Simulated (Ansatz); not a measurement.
`Cl[BH][GaH2]` and `ClB[TeH]` differ in one atom or group.

Ansatz, PBE0-D4/def2-TZVP geometries, multiplicity 1. 

Elements past krypton have def2 core potentials. Outer-core shells of Ga, Te are correlated without core-valence functions. Scalar relativity is left out up to krypton. Spin–orbit coupling is left out.

```json
{"property": "ideal-gas entropy at 298 K and 1 bar (rigid rotor, harmonic PBE0-D4/def2-TZVP) / J/(mol·K)", "`Cl[BH][GaH2]`": "313"}
{"property": "HOMO–LUMO gap (ωB97M-V/def2-TZVPP) / eV", "`Cl[BH][GaH2]`": "9.37"}
{"property": "vertical ionisation energy (CCSD(T)/def2-TZVPP) / eV", "`Cl[BH][GaH2]`": "9.68"}
{"property": "LUMO energy (PBE0/def2-TZVPP) / eV", "`Cl[BH][GaH2]`": "-2.04"}
{"property": "size of the dipole moment (ωB97M-V/def2-TZVPP) / D", "`Cl[BH][GaH2]`": "0.56"}
{"property": "zero-point energy (PBE0-D4/def2-TZVP) / kJ/mol", "`Cl[BH][GaH2]`": "68.9"}
```

Question: What does the change do to each property? (An estimate is asked.)

Answer: Ansatz gave: 
```tsv
property	`ClB[TeH]`	shift
ideal-gas entropy at 298 K and 1 bar (rigid rotor, harmonic PBE0-D4/def2-TZVP) / J/(mol·K)	303	-10
HOMO–LUMO gap (ωB97M-V/def2-TZVPP) / eV	9.44	0.07
vertical ionisation energy (CCSD(T)/def2-TZVPP) / eV	9.19	-0.49
LUMO energy (PBE0/def2-TZVPP) / eV	-1.65	0.39
size of the dipole moment (ωB97M-V/def2-TZVPP) / D	0.62	0.06
zero-point energy (PBE0-D4/def2-TZVP) / kJ/mol	54.7	-14.2
```

With PBE0 the HOMO rises by 0.25 eV and the LUMO rises by 0.39 eV, so the gap widens by about 0.14 eV. PBE moves the HOMO by 0.04 eV and ωB97M-V by 0.36 eV. The zero-point energy changes by -14.2 kJ/mol with -3 modes. Dipoles are sizes alone; their direction can turn.
